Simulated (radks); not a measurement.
Valence configurations of the nitrogen ion N2+ (all share [He]). Calculated with a radial shooting solver on a logarithmic mesh with Libxc functionals: scalar-relativistic Kohn-Sham, PBE, spin-polarised, spherical densities, point nucleus; open shells are filled with parallel spins first. Energies are relative to 2s2 2p1; eigenvalues in eV for spin up.

valence      E (eV)  moment (Bohr magnetons)    e(2p)    e(2s)
2s2 2p1       0.000                        1  -38.530  -50.163
2p3          18.187                        3  -39.126        -
2s1 2p2       6.466                        3  -39.477  -51.227
2s1.5 2p1.5   3.990                        2  -39.125  -50.826

NIST lists [He] 2s2 2p1 as the ground configuration; this level of theory agrees among the configurations tried. The energies are those of spherical high-spin densities, not of single terms.
